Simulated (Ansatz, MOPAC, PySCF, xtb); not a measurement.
Spectroscopic constants of BeO, closed-shell singlet (the spin of the measured ground state).

Constants: fifth-degree fit in 1/R to seven points, most abundant isotopes. In def2 and cc sets the state is the lowest found near the PBE0 minimum, followed along R. The singlet is held restricted. HF and MP2 rows in def2 and cc sets belong to the determinant that coupled cluster picked by its CCSD energy.

Run with Ansatz (an electronic-structure program); MOPAC for PM6, PM7 (differences of heats of formation); PySCF for 6-31G* rows; xtb for the GFN methods. Values without a source in brackets are computed.

| level | r_e (Å) | ω_e (cm⁻¹) | ω_e x_e (cm⁻¹) | B_e (cm⁻¹) | D_e (eV) | dipole (D) |
|---|---|---|---|---|---|---|
| PM6 | 1.312 | 1847 | 7.3 | 1.70 | - | - |
| PM7 | 1.304 | 1821 | 7.8 | 1.72 | - | - |
| GFN1-xTB | 1.300 | 1658 | 12 | 1.73 | - | - |
| GFN2-xTB | 1.295 | 1599 | 13 | 1.74 | - | - |
| HF/def2-TZVPP | 1.296 | 1712 | 9.9 | 1.74 | - | - |
| HF/aug-cc-pVQZ | 1.291 | 1725 | 10 | 1.75 | - | - |
| HF/def2-QZVPP | 1.293 | 1720 | 10 | 1.75 | - | - |
| HF/aug-cc-pV5Z | 1.291 | 1727 | 10 | 1.76 | - | - |
| PBE/def2-TZVPP | 1.346 | 1456 | 10 | 1.61 | 5.09 | 5.70 |
| BP86/6-31G* | 1.348 | 1470 | 10.0 | 1.61 | - | 5.19 |
| B97M-V/def2-TZVPP | 1.326 | 1540 | 11 | 1.66 | 4.50 | 6.10 |
| B3LYP/6-31G* | 1.328 | 1548 | 11 | 1.66 | - | 5.60 |
| B3LYP/def2-TZVPP | 1.327 | 1530 | 10 | 1.66 | 4.62 | 6.16 |
| PBE0/def2-TZVPP | 1.324 | 1548 | 10 | 1.67 | 4.43 | 6.26 |
| CAM-B3LYP/def2-TZVPP | 1.318 | 1574 | 10 | 1.68 | 4.59 | 6.36 |
| wB97X-V/def2-TZVPP | 1.325 | 1563 | 9.8 | 1.67 | 4.42 | 6.44 |
| MP2/6-31G* | 1.357 | 1397 | 13 | 1.59 | - | 7.01 |
| MP2/aug-cc-pVTZ | 1.356 | 1392 | 12 | 1.59 | - | - |
| MP2/aug-cc-pV5Z | 1.349 | 1410 | 12 | 1.61 | - | - |
| SCS-MP2/aug-cc-pVTZ | 1.350 | 1422 | 13 | 1.60 | - | - |
| SCS-MP2/aug-cc-pVQZ | 1.344 | 1437 | 13 | 1.62 | - | - |
| SCS-MP2/def2-QZVPP | 1.344 | 1436 | 13 | 1.62 | - | - |
| SCS-MP2/aug-cc-pV5Z | 1.343 | 1441 | 13 | 1.62 | - | - |
| CCSD/aug-cc-pVTZ | 1.330 | 1549 | 11 | 1.65 | 3.98 | - |
| CCSD/def2-TZVPP | 1.330 | 1538 | 11 | 1.65 | 3.72 | - |
| CCSD/aug-cc-pV5Z | 1.322 | 1569 | 11 | 1.67 | 4.18 | - |
| CCSD(T)/aug-cc-pVTZ | 1.346 | 1452 | 12 | 1.62 | 4.34 | - |
| CCSD(T)/aug-cc-pVQZ | 1.339 | 1470 | 12 | 1.63 | 4.50 | - |
| CCSD(T)/aug-cc-pV5Z | 1.337 | 1475 | 12 | 1.64 | 4.54 | - |
| CCSD(T)/CBS(aug-cc-pVQZ, aug-cc-pV5Z) | 1.336 | 1479 | 12 | 1.64 | 4.59 | - |

D_e counts from each atom's lowest state at the same level, without counterpoise or zero-point energy.

Correlated levels freeze the inner cores; with def2 sets outer-core shells near the valence are correlated too. CBS: X⁻³ extrapolation of the correlation energy, Hartree–Fock from the larger set. Rows in 6-31G* carry no dispersion term and start afresh at each structure (6-31G* with six Cartesian d functions). MP2/6-31G* freezes PySCF's default core, which is smaller on s-block atoms. The state that PM6, PM7 reach isn't checked; PM7 holds dispersion and hydrogen-bond terms.

Measured for the ground state: r_e 1.3309 Å, ω_e 1487.3 cm-1, ω_e x_e 11.83 cm-1, B_e 1.651 cm-1, α_e 0.019 cm-1 [Huber and Herzberg (1979), NIST Chemistry WebBook].
